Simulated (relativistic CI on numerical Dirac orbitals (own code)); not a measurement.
# Hf²⁺: O2,3 absorption edge

Computed with this model: Dirac-Coulomb-Breit CI, KLI orbitals optimised for each configuration, QED by a radiative potential, valence Slater integrals scaled by 0.7, multiplet model of core-to-valence dipole absorption; configurations [Xe] 4f14 5d2 → [Kr] 4d10 4f14 5s2 5p5 5d3; 300 K; Lorentzian 1.5 eV and Gaussian 0.3 eV FWHM. Energies are those of the free ion, without screening or charge transfer. The branching ratio is the share of the lower-energy edge in the whole absorption, uncertain by about 0.02 where the edges overlap. S is read from ⟨S²⟩ = S(S + 1).

Field parameters in Wybourne normalisation: D4h B²₀ = −7Ds, B⁴₀ = 21(Dq − Dt), B⁴₄ = 21√(5/14) Dq. The field is a parameter set, without covalency.

free ion: ground-state S = 0.97, centroid 38.65 eV. Peaks (eV, height): 35.2 (100), 41.8 (71), 44.2 (59).

D4h, 10Dq = 15800, Ds = -1500, Dt = 710 cm⁻¹: ground-state S = 1.00, centroid 39.27 eV. Peaks (eV, height): 35.2 (100), 43.5 (85).

D4h, 10Dq = 15800, Ds = -210, Dt = 710 cm⁻¹: ground-state S = 0.99, centroid 39.19 eV. Peaks (eV, height): 35.2 (100), 43.5 (76).

D4h, 10Dq = 15800, Ds = 2360, Dt = 710 cm⁻¹: ground-state S = 0.99, centroid 39.22 eV. Peaks (eV, height): 35.2 (100), 43.2 (91).

Strongest unbroadened transitions for D4h, 10Dq = 15800, Ds = 2360, Dt = 710 cm⁻¹:

```
Energy (eV)  Relative strength
      35.07               71.6
      35.13               49.4
      35.19               59.2
      35.57               64.0
      35.97              100.0
      36.03               37.0
      37.82               50.8
      39.50               33.5
      41.96               53.7
      42.38               37.4
      43.11               44.4
      43.30               76.9
      43.39               65.4
      43.58               37.7
      43.63               43.3
      43.74               45.1
      44.25               47.1
      45.06               40.5
```
